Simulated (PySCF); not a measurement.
RbPb⁺: frontier orbitals

HSE06 at R = 4.131 Å; PySCF, scalar-relativistic core potentials, basis sets Rb def2-SVPD with ECP28, Pb def2-SVPD with ECP60. State: ³Π (triplet), unpaired electrons σ ↑, π ↑. Only the outer orbitals are listed, counted within each symmetry, core potentials removing the inner ones.

```json
{"spin": "α", "orbital": "3π", "occ.": "1", "ε (eV)": "-22.35", "on Rb (%)": "100", "main shells (%)": "100 Rb p"}
{"spin": "α", "orbital": "3π", "occ.": "1", "ε (eV)": "-22.34", "on Rb (%)": "100", "main shells (%)": "100 Rb p"}
{"spin": "α", "orbital": "5σ", "occ.": "1", "ε (eV)": "-22.32", "on Rb (%)": "100", "main shells (%)": "100 Rb p"}
{"spin": "α", "orbital": "6σ", "occ.": "1", "ε (eV)": "-16.90", "on Rb (%)": "0", "main shells (%)": "100 Pb s"}
{"spin": "α", "orbital": "7σ", "occ.": "1", "ε (eV)": "-8.31", "on Rb (%)": "6", "main shells (%)": "92 Pb p"}
{"spin": "α", "orbital": "4π", "occ.": "1", "ε (eV)": "-7.90", "on Rb (%)": "1", "main shells (%)": "98 Pb p"}
{"spin": "α", "orbital": "4π", "occ.": "0", "ε (eV)": "-6.98", "on Rb (%)": "2", "main shells (%)": "97 Pb p"}
{"spin": "α", "orbital": "8σ", "occ.": "0", "ε (eV)": "-5.23", "on Rb (%)": "94", "main shells (%)": "94 Rb s"}
{"spin": "α", "orbital": "5π", "occ.": "0", "ε (eV)": "-3.34", "on Rb (%)": "89", "main shells (%)": "87 Rb p, 10 Pb d"}
{"spin": "β", "orbital": "3π", "occ.": "1", "ε (eV)": "-22.34", "on Rb (%)": "100", "main shells (%)": "100 Rb p"}
{"spin": "β", "orbital": "3π", "occ.": "1", "ε (eV)": "-22.33", "on Rb (%)": "100", "main shells (%)": "100 Rb p"}
{"spin": "β", "orbital": "5σ", "occ.": "1", "ε (eV)": "-22.28", "on Rb (%)": "100", "main shells (%)": "100 Rb p"}
{"spin": "β", "orbital": "6σ", "occ.": "1", "ε (eV)": "-15.53", "on Rb (%)": "0", "main shells (%)": "100 Pb s"}
{"spin": "β", "orbital": "4π", "occ.": "0", "ε (eV)": "-6.32", "on Rb (%)": "2", "main shells (%)": "97 Pb p"}
{"spin": "β", "orbital": "7σ", "occ.": "0", "ε (eV)": "-6.28", "on Rb (%)": "28", "main shells (%)": "70 Pb p, 25 Rb s"}
{"spin": "β", "orbital": "4π", "occ.": "0", "ε (eV)": "-5.57", "on Rb (%)": "4", "main shells (%)": "95 Pb p"}
```

Problem. Which are the highest filled and the lowest empty level, where do they sit, and how wide is the gap?

Solution. Highest filled α 4π at -7.90 eV (in %: 98 Pb p); lowest empty α 4π at -6.98 eV (in %: 97 Pb p); the gap at HSE06 is 0.92 eV. Both belong to one degenerate shell, split only by its one-sided filling, so this is no excitation gap.

```json
{"bond order (Mayer)": "0.13", "⟨S²⟩": "2.002", "charge on Rb (Mulliken, basis-dependent)": "0.93", "charge on Rb (Löwdin, basis-dependent)": "0.76", "dipole moment (positive dipole points towards Pb; it is taken about the centre of mass and depends on that origin)": "-10.96 D"}
```

Spin–orbit coupling is left out, which matters for elements this heavy, above all for dissociation energies. The state was picked by a PBE0 search and need not be the measured ground state.
